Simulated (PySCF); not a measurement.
Compound: fluoroiodomethane, CH₂FI.
Atom-mapped SMILES: `[F:1][CH2:2][I:3]` (hydrogens: H4, H5 on C2)

A GFN2-xTB structure was refined with PBE0-D3(BJ)/def2-SVP geometry optimisation, gas phase, def2 core potentials past Kr in PySCF. Its GFN2-xTB values:

| coordinate | GFN2-xTB |
| --- | --- |
| F1–C2 | 1.313 Å |
| C2–I3 | 2.143 Å |
| C2–H4 | 1.077 Å |
| F1–C2–I3 | 110.3° |
| F1–C2–H4 | 109.8° |
| I3–C2–H4 | 106.2° |
| H4–C2–H5 | 113.7° |

Question: How do these coordinates change at the PBE0-D3(BJ)/def2-SVP level?

Answer: 
```tsv
coordinate	PBE0-D3(BJ)/def2-SVP (Å or °)	change
F1–C2	1.340	+0.027
C2–I3	2.164	+0.021
C2–H4	1.098	+0.021
H4–C2–H5	111.9	-1.8
F1–C2–H4	110.8	+1.0
F1–C2–I3	111.3	+1.0
I3–C2–H4	105.9	-0.3
```

The energy falls by 0.97 kcal/mol over 5 energy and gradient evaluations, the largest force component goes from 0.0270 to 1.9e-04 Eh/bohr, and the atoms move by 0.026 Å rms after alignment. The bond that changes most is F1–C2 (alkyl fluorine to sp3 C–F carbon), which lengthens by 0.027 Å. Bonds longer at the end by more than 0.005 Å: 3 of 4; shorter: 0. Rotational constants go from 40327, 2930, 2782 to 39512, 2836, 2693 MHz.

The run used 64 basis functions and 33 SCF cycles in all. On Intel Xeon 6975P-C, one thread, no GPU (shared host), this took 7.3 s of wall time and 0.30 GiB of memory at its peak.

Stationary, but not proved a minimum.
